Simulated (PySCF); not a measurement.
Does the answer move with the share of exact exchange?

Species: C3H8BP.
SMILES: `C=CCBP`

Torsions of this conformer, `[CH2:1]=[CH:2][CH2:3][BH:4][PH2:5]`: C1–C2–C3–B4 -111°, C2–C3–B4–P5 -6°, H–P5–B4–C3 43°, H–P5–B4–C3 147°.

PySCF, def2-SVPD basis, density fitting, gas phase, PBE0-D3(BJ)/def2-SVP geometry; singlet excitations by full TDDFT with frozen cores, triplets by Tamm–Dancoff TDDFT and ionisation energies by ΔSCF, from the lowest of the holes tried. One functional is left out:

| functional | exact exchange (%) | HOMO energy (eV) | LUMO energy (eV) | lowest singlet excitation (eV) | lowest triplet excitation (eV) | dipole moment (D) | mean polarisability (au) | vertical ionisation energy (eV) |
| --- | --- | --- | --- | --- | --- | --- | --- | --- |
| LDA | 0 | -6.32 | -2.51 | 3.96 | 3.49 | 0.533 | 85.0 | 9.00 |
| PBE | 0 | -6.18 | -2.31 | 3.98 | 3.42 | 0.534 | 83.6 | 9.30 |
| B3LYP | 20 | -7.05 | -1.56 | 4.61 | 3.69 | 0.582 | 81.4 | 9.05 |
| BHandHLYP | 50 | -8.21 | -0.31 | 5.15 | 3.96 | 0.696 | 78.7 | 9.21 |

Problem. Predict the row of PBE0 (25 % exact exchange) by straight lines through the other rows, and check it.

Solution. 
```
                       property   line  computed  computed − line  B3LYP (20 %), for comparison
               HOMO energy (eV)  -7.23     -7.27            -0.04                         -7.05
               LUMO energy (eV)  -1.36     -1.37            -0.01                         -1.56
 lowest singlet excitation (eV)   4.60      4.75            +0.15                          4.61
 lowest triplet excitation (eV)   3.72      3.65            -0.07                          3.69
              dipole moment (D)  0.610     0.644           +0.034                         0.582
       mean polarisability (au)   81.3      80.7             -0.6                          81.4
vertical ionisation energy (eV)   9.15      9.09            -0.06                          9.05
```
